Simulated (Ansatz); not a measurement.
Reaction (formal exchange of groups at a B–C bond): `C#CB(C)C` + `C=O` → `CB(C)C=O` + `C#C`

Gas-phase electronic energies from Ansatz, PBE0-D4/def2-TZVP geometries. CBS: MP2 limit from def2 TZ/QZ plus the TZ coupled-cluster correction, frozen cores. This one scheme is used for every species. DFT in def2-TZVPP. B3LYP here is the variant with VWN-RPA as its local correlation; programs differ in this. HSE06 is defined as in plane-wave codes. One conformer a species, not always the lowest.

```tsv
level	ΔE (kJ/mol)	difference from CCSD(T)/CBS
LDA (SPW92)	53.1	-2.1
PBE-D4	55.4	0.2
revPBE-D4	56.0	0.8
BLYP-D4	55.9	0.7
r2SCAN-D4	57.1	1.9
B97M-V	61.5	6.3
PBE0-D4	56.7	1.5
r2SCANh-D4	57.5	2.3
r2SCAN0-D4	57.8	2.6
BHLYP-D4	57.9	2.7
CAM-B3LYP-D4	54.0	-1.2
ωB97M-V	54.1	-1.1
B2PLYP	57.9	2.7
PBE-QIDH	58.5	3.3
PBE	55.4	0.2
revPBE	56.2	1.0
BLYP	56.0	0.8
r2SCAN	57.1	1.9
PBE0	56.7	1.5
B3LYP	56.8	1.6
r2SCANh	57.4	2.2
r2SCAN0	57.7	2.5
HSE06	57.0	1.8
BHLYP	57.7	2.5
CAM-B3LYP	53.9	-1.3
LC-ωPBE	50.6	-4.6
RPA@PBE/def2-TZVPP	58.6	3.4
HF/def2-SVP	59.7	4.5
MP2/def2-SVP	61.1	5.9
CCSD(T)/def2-SVP	58.1	2.9
MP2/def2-TZVPP	60.9	5.7
SCS-MP2/def2-TZVPP	60.1	4.9
CCSD/def2-TZVPP	56.5	1.3
CCSD(T)/def2-TZVPP	57.0	1.8
HF/def2-QZVPP	59.6	4.4
MP2/def2-QZVPP	59.9	4.7
SCS-MP2/def2-QZVPP	59.1	3.9
HF/CBS(def2)	59.7	4.5
MP2/CBS(def2)	59.1	3.9
CCSD/CBS(def2)	54.7	-0.5
CCSD(T)/CBS	55.2	0
```

Largest T1 diagnostic among the species: 0.015.

Leaving LDA and LC-ωPBE aside and taking each functional with its dispersion term where it has one, the values, not all of them listed here, spread over 8.5 kJ/mol, from ωB97X-V to B97M-V.
